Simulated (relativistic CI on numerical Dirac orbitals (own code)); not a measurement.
Ti⁺: resonant inelastic scattering at the M2,3 edge

Computed with this model: Dirac-Coulomb-Breit CI, orbitals from a KLI potential per configuration, QED by a radiative potential, Kramers-Heisenberg scattering through one core-hole configuration in a parametric crystal field, unscaled Slater integrals; configurations [Ar] 3d3 → [Ne] 3s2 3p5 3d4; 80 K; core-hole width 1.2 eV; summed over polarisations. Incident energies are the highest absorption maxima for each field (at most a few, so the weaker spin-orbit partner edge can be absent), on the computed scale of the free ion. Intensities are in per cent of the strongest line above 0.02 eV; levels within 1 cm⁻¹ are merged; final levels count from the ground level, the first row holds all elastic scattering, lines under 0.4 are left out and each table stops after 24 rows. The scale of the Slater integrals is a model choice and moves the terms in proportion. The configuration is assumed, with all valence electrons in the open shell; the free ion's ground configuration is another.

Field parameters in Wybourne normalisation: Oh B⁴₀ = 21Dq, B⁴₄ = √(5/14) B⁴₀. The field is a parameter set, without covalency.

S is read from ⟨S²⟩ = S(S + 1).

Oh, 10Dq = 2400 cm⁻¹:

```csv
Final level (eV),Degeneracy,Irrep,S,39.2 eV,42.9 eV,47.8 eV
0.000,4,Γ8,1.50,97.2,140.9,151.5
0.294,2,Γ7,1.50,14.6,5.5,48.4
0.296,4,Γ8,1.50,29.7,16.7,98.7
0.300,4,Γ8,1.50,31.4,15.5,100.0
0.300,2,Γ6,1.50,15.7,6.9,49.0
0.518,2,Γ7,1.50,2.6,40.9,36.9
0.518,4,Γ8,1.50,5.3,77.2,73.5
0.529,4,Γ8,1.50,4.8,73.0,68.7
0.536,2,Γ6,1.50,2.3,35.1,33.0
1.725,2,Γ6,1.50,0.2,2.6,11.6
1.727,4,Γ8,0.53,0.1,0.2,0.5
1.730,4,Γ8,1.48,0.4,4.8,25.4
1.740,6,Γ7+Γ8,1.50,0.6,6.9,44.8
3.505,4,Γ8,0.50,0.0,0.4,0.1
```

Oh, 10Dq = 5350 cm⁻¹:

| Final level (eV) | Degeneracy | Irrep | S | 39.5 eV | 43.4 eV | 48.1 eV |
| --- | --- | --- | --- | --- | --- | --- |
| 0.000 | 4 | Γ8 | 1.50 | 93.1 | 143.4 | 138.3 |
| 0.660 | 2 | Γ7 | 1.50 | 13.8 | 6.3 | 49.7 |
| 0.662 | 4 | Γ8 | 1.50 | 28.6 | 18.2 | 100.0 |
| 0.665 | 4 | Γ8 | 1.50 | 30.7 | 17.3 | 98.8 |
| 0.666 | 2 | Γ6 | 1.50 | 15.4 | 8.0 | 48.6 |
| 1.120 | 2 | Γ7 | 1.50 | 2.2 | 37.7 | 47.8 |
| 1.120 | 4 | Γ8 | 1.50 | 4.3 | 71.6 | 95.8 |
| 1.130 | 4 | Γ8 | 1.50 | 4.2 | 69.7 | 87.8 |
| 1.136 | 2 | Γ6 | 1.50 | 2.0 | 34.0 | 41.8 |
| 2.221 | 2 | Γ6 | 1.50 | 0.5 | 8.0 | 5.9 |
| 2.225 | 4 | Γ8 | 1.50 | 0.9 | 15.3 | 13.7 |
| 2.234 | 6 | Γ7+Γ8 | 1.50 | 1.4 | 22.3 | 26.2 |
| 3.894 | 4 | Γ8 | 0.50 | 0.0 | 0.4 | 0.1 |

For the first field the strongest loss at the lowest incident energy is the level at 0.30 eV (S = 1.50, against 1.50 in the thermal ground state).
